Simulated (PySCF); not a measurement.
Write Cartesian coordinates for InChI=1S/C4H12Si/c1-5(2,3)4/h1-4H3 as optimised with GFN2-xTB.

```xyz
17
C4H12Si angstrom
C     -0.407   -1.213   -1.419
Si    -0.001   -0.001   -0.002
C      0.008    1.786   -0.675
C     -1.320   -0.155    1.370
C      1.716   -0.416    0.722
H     -1.380   -1.004   -1.853
H     -0.419   -2.242   -1.070
H      0.327   -1.148   -2.217
H      0.242    2.502    0.106
H     -0.958    2.058   -1.089
H      0.746    1.908   -1.462
H     -2.312    0.075    0.994
H     -1.351   -1.160    1.779
H     -1.117    0.526    2.192
H      1.746   -1.426    1.117
H      2.493   -0.337   -0.033
H      1.977    0.259    1.531
```

Any rigid rotation of these coordinates is as good. Atoms count from 1 in this order. All 4 C–Si bonds measure 1.909 Å. Si2 (four-coordinate silicon) is tetrahedral (angles from 109.4° to 109.6°).

Bonds between heavy atoms (Å): C1–Si2 1.909, Si2–C3 1.909, Si2–C4 1.909, Si2–C5 1.909.

Structure optimised with GFN2-xTB, isolated species.

Point group: Td (tolerance 0.08 Å). Stationary, but not proved a minimum.

These are computed values.
